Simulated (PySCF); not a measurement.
wavenumber (cm⁻¹), absorption (km/mol per cm⁻¹) and a bar:
```
        0      0.009 
       11      0.013 
       22      0.020 
       33      0.038 #
       44      0.091 ##
       56      0.323 ######
       67      0.343 ######
       78      0.095 ##
       89      0.039 #
      100      0.021 
      111      0.013 
      122      0.009 
      133      0.007 
      145      0.006 
      156      0.005 
      167      0.004 
      178      0.004 
      189      0.004 
      200      0.003 
      211      0.003 
      222      0.003 
      234      0.003 
      245      0.003 
      256      0.003 
      267      0.004 
      278      0.004 
      289      0.004 
      300      0.004 
      311      0.005 
      323      0.006 
      334      0.007 
      345      0.008 
      356      0.010 
      367      0.013 
      378      0.019 
      389      0.033 #
      400      0.078 #
      412      0.260 ####
      423      0.144 ##
      434      0.052 #
      445      0.032 #
      456      0.028 
      467      0.029 
      478      0.035 #
      489      0.046 #
      501      0.065 #
      512      0.104 ##
      523      0.196 ###
      534      0.482 ########
      545      1.745 ##############################
      556      1.605 ############################
      567      0.449 ########
      578      0.186 ###
      590      0.100 ##
      601      0.062 #
      612      0.042 #
      623      0.030 
      634      0.023 
      645      0.018 
      656      0.014
```

This is the computed harmonic infrared spectrum of sextet FeCl₂⁺, Lorentzian lines of 16 cm⁻¹ full width. Method: PySCF, UPBE0, basis Fe def2-SVP, Cl def2-SVP (no relativity, density fitting).

**Question.** Which bands make it up, and how are they assigned?

**Answer.** In C2v symmetry, counting bands above 1 % of the strongest: 61 cm⁻¹ (a1, bend, 12 km/mol); 414 cm⁻¹ (a1, stretch, 7.1 km/mol); 550 cm⁻¹ (b2, stretch, 62 km/mol).

Other isomers or separated fragments may lie lower. Other spin states or occupations of the open shell can lie lower.
